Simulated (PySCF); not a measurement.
A table of computed properties in which two entries of one column were swapped by mistake.

```csv
no.,species (SMILES),level of the electronic properties,HOMO energy,HOMO–LUMO gap,smallest rotational constant
1,C#Cc1c([S-])cccc1CC,PBE0/pcSseg-1,-0.62 eV,3.86 eV,0.562 GHz
2,P[SiH2][SiH2]C1CCC1,PBE0/pcSseg-1,-7.04 eV,6.83 eV,1.063 GHz
3,P#Cc1ccccc1,B3LYP/def2-SVPD,-6.51 eV,4.43 eV,0.813 GHz
4,Fc1nc(F)c(F)c(F)c1F,CAM-B3LYP/def2-SVPD,-9.49 eV,8.72 eV,0.620 GHz
5,OCPc1ccco1,CAM-B3LYP/def2-SVPD,-7.82 eV,8.41 eV,0.490 GHz
6,CC/C=C(/F)C(=O)Cl,wB97X-D/def2-SVPD,-9.97 eV,9.27 eV,0.767 GHz
```

Geometries and rotational constants: GFN2-xTB. Each SMILES stands for a single optimised conformer of the isolated species, non-relativistic unless stated. Electronic properties by PySCF.

Dipoles, sizes and rotational constants follow the conformer. The torsions of the flexible species, by atom-mapped SMILES:
- `[CH:1]#[C:2][c:3]1[c:4]([S-:5])[cH:6][cH:7][cH:8][c:9]1[CH2:10][CH3:11]`: C8–C9–C10–C11 96°
- `[PH2:1][SiH2:2][SiH2:3][CH:4]1[CH2:5][CH2:6][CH2:7]1`: P1–Si2–Si3–C4 180°, Si2–Si3–C4–C5 -170°, H–P1–Si2–Si3 46°, H–P1–Si2–Si3 -47°
- `[OH:1][CH2:2][PH:3][c:4]1[cH:5][cH:6][cH:7][o:8]1`: O1–C2–P3–C4 56°, C2–P3–C4–C5 -89°, H–O1–C2–P3 -59°
- `[CH3:1][CH2:2]/[CH:3]=[C:4](/[F:5])[C:6](=[O:7])[Cl:8]`: C1–C2–C3–C4 -134°, C3–C4–C6–O7 -6°

Question: Which two entries changed places?

Answer: The smallest rotational constant of rows 2 and 5. The true values are 0.490 GHz for `P[SiH2][SiH2]C1CCC1` (20 atoms, 80 electrons) and 1.063 GHz for `OCPc1ccco1` (15 atoms, 68 electrons), the smallest and the largest in that column.

Question: Restore the column in rising order.

Answer: row 2: 0.490 GHz, row 1: 0.562 GHz, row 4: 0.620 GHz, row 6: 0.767 GHz, row 3: 0.813 GHz, row 5: 1.063 GHz.

Question: Give the restored column in cm⁻¹.

Answer: row 1: 0.0187 cm⁻¹, row 2: 0.0163 cm⁻¹, row 3: 0.0271 cm⁻¹, row 4: 0.0207 cm⁻¹, row 5: 0.0355 cm⁻¹, row 6: 0.0256 cm⁻¹.
